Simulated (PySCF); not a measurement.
A PySCF script (with the pyscf-properties extension) for the NMR shieldings of SMILES [C@H](C[C@@H](B)CCC)(F)[SiH3], C6H16BFSi, on a GFN2-xTB geometry:

```python
import basis_set_exchange as bse
import numpy as np
from pyscf import gto, dft
from pyscf.prop import nmr

atoms = """
B    -0.035178   -0.115140    1.196730
C    -0.144036   -0.326571   -0.371535
C    -1.410999    0.335892   -0.953418
C    -2.691259   -0.273847   -0.390060
C    -2.867284    0.055495    1.082777
C     1.071741    0.270947   -1.102277
C     2.387742   -0.408095   -0.738086
F     3.280337   -0.198282   -1.798029
Si    3.284360    0.224491    0.838165
H     0.070407    0.972626    1.616466
H     0.083598   -1.029028    1.920293
H    -0.189770   -1.388440   -0.641406
H    -1.394708    1.405772   -0.734988
H    -1.407904    0.218087   -2.040869
H    -3.548941    0.104950   -0.951197
H    -2.661190   -1.357579   -0.523657
H    -3.686798   -0.510108    1.521044
H    -1.946032   -0.193899    1.619283
H    -3.059121    1.117529    1.220394
H     1.139506    1.341954   -0.899070
H     0.929727    0.150038   -2.181965
H     2.244644   -1.495830   -0.717464
H     2.627138   -0.317007    2.023702
H     3.247601    1.686388    0.823567
H     4.665484   -0.246200    0.748121
"""
names = dict.fromkeys(["B", "C", "F", "Si", "H"], "pcSseg-1")
basis = {el: gto.basis.parse(bse.get_basis(n, elements=[el], fmt="nwchem")) for el, n in names.items()}
mol = gto.M(atom=atoms, basis=basis, charge=0, verbose=0)
mf = dft.RKS(mol, xc="PBE0")
mf.grids.level = 2
mf.grids.alignment = dft.numint.BLKSIZE   # the property module wants whole blocks of grid points
mf.conv_tol = 1e-9
mf.kernel()

calc = nmr.RKS(mf)   # GIAO
C = mf.mo_coeff
Co = C[:, mf.mo_occ > 0]
resp = mf.gen_response(singlet=True, hermi=2)
def vind(x):   # induced exchange potential for any number of trial vectors
    d = np.einsum("pi,xij,qj->xpq", C, 2 * x.reshape(-1, C.shape[1], Co.shape[1]), Co, optimize=True)
    return np.einsum("xpq,pi,qj->xij", resp(d - d.transpose(0, 2, 1)), C, Co, optimize=True).ravel()
mo1, _ = nmr.rhf.solve_mo1(calc, with_cphf=vind)
sigma = calc.kernel(mo1)
for i, s in enumerate(sigma):   # ppm
    print("%2d %-2s %9.2f" % (i, mol.atom_pure_symbol(i), np.trace(s) / 3))
```

Question: Give the expected output.

Answer: 
```
 0 B      27.80
 1 C     149.55
 2 C     138.43
 3 C     160.14
 4 C     160.84
 5 C     140.72
 6 C      95.47
 7 F     390.63
 8 Si    417.36
 9 H      24.91
10 H      24.66
11 H      30.19
12 H      30.11
13 H      29.57
14 H      30.14
15 H      30.72
16 H      30.10
17 H      34.16
18 H      30.56
19 H      29.56
20 H      29.22
21 H      27.01
22 H      28.13
23 H      28.01
24 H      27.70
```

These numbers come from an equivalent density-fitted implementation of the same equations, which agrees with the script to about 0.01 ppm for H and up to a few tenths of a ppm for heavy atoms, so last digits may differ.

Size and cost of the density-fitted run: 240 basis functions, 52 s wall time on 1 thread of an Arm Neoverse V2, shared host; peak memory 1.1 GiB.
